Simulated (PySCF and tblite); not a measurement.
Values are calculated unless marked as measured or tabulated.
5 regioisomers of C8H7FO2:

| isomer | SMILES |
| --- | --- |
| A | [CH2:1]=[C:2]1[C:3]([F:4])=[CH:5][CH:6]=[C:7]1[C:8](=[O:9])[O:10][CH3:11] |
| B | [CH2:1]=[C:2]1[CH:3]=[C:4]([F:5])[CH:6]=[C:7]1[C:8](=[O:9])[O:10][CH3:11] |
| C | [CH2:1]=[C:2]1[CH:3]=[CH:4][C:5]([F:6])=[C:7]1[C:8](=[O:9])[O:10][CH3:11] |
| D | [CH2:1]=[C:2]1[CH:3]=[C:4]([C:5](=[O:6])[O:7][CH3:8])[CH:9]=[C:10]1[F:11] |
| E | [CH2:1]=[C:2]1[CH:3]=[C:4]([F:5])[C:6]([C:7](=[O:8])[O:9][CH3:10])=[CH:11]1 |

Protocol: conformer search, at most 4 conformers an isomer, GFN2-xTB geometries, energies PBE0/pcSseg-1 (D3(BJ) added where defined), GIAO shieldings PBE0/pcSseg-1, weights at 298.15 K with GFN2-xTB thermal terms. Programs: PySCF with density fitting and tblite.

Q: What shifts does each isomer give (ppm; of two unlike H on one atom, a is the less shielded)?

A: 
A: ¹H (against TMS): 7.91 (H1a, 1H), 7.47 (H6, 1H), 6.98 (H1b, 1H), 5.92 (H5, 1H), 3.98 (H11, 3H). ¹³C (against TMS): 172.6 (C3), 169.9 (C8), 149.4 (C6), 146.5 (C2), 142.1 (C1), 119.7 (C7), 112.5 (C5), 53.2 (C11). ¹⁹F (against CFCl3): -133.2 (F4).

B: ¹H (against TMS): 7.96 (H1a, 1H), 7.28 (H6, 1H), 6.64 (H1b, 1H), 5.95 (H3, 1H), 4.00 (H11, 3H). ¹³C (against TMS): 175.9 (C4), 170.0 (C8), 150.3 (C2), 144.7 (C1), 142.2 (C6), 128.9 (C7), 113.1 (C3), 53.4 (C11). ¹⁹F (against CFCl3): -130.7 (F5).

C: ¹H (against TMS): 8.01 (H1a, 1H), 6.62 (H1b, 1H), 6.61 (H3, 1H), 6.44 (H4, 1H), 4.01 (H11, 3H). ¹³C (against TMS): 183.7 (C5), 169.6 (C8), 151.0 (C2), 144.7 (C1), 138.2 (C3), 130.0 (C4), 106.8 (C7), 52.8 (C11). ¹⁹F (against CFCl3): -99.0 (F6).

D: ¹H (against TMS): 6.74 (H1a, 1H), 6.57 (H3, 1H), 6.46 (H1b, 1H), 6.31 (H9, 1H), 4.01 (H8, 3H). ¹³C (against TMS): 170.2 (C5), 166.8 (C10), 151.6 (C2), 141.7 (C4), 137.8 (C1), 128.6 (C3), 115.1 (C9), 53.9 (C8). ¹⁹F (against CFCl3): -148.8 (F11).

E: ¹H (against TMS): 7.14 (H11, 1H), 6.41 (H1a, 1H), 6.36 (H1b, 1H), 5.75 (H3, 1H), 4.03 (H10, 3H). ¹³C (against TMS): 177.0 (C4), 168.8 (C7), 151.9 (C2), 141.4 (C11), 139.8 (C1), 135.8 (C6), 105.9 (C3), 53.5 (C10). ¹⁹F (against CFCl3): -121.8 (F5).

Unscaled ¹⁹F shifts at such levels can be off by tens of ppm; differences between conformers or isomers are more reliable. Shifts are unscaled: against experiment ¹³C can be off by 15 ppm or more and ¹H by 0.8 ppm. The minima are those of GFN2-xTB; planar forms about aryl–S or allylic bonds may be saddles in DFT.
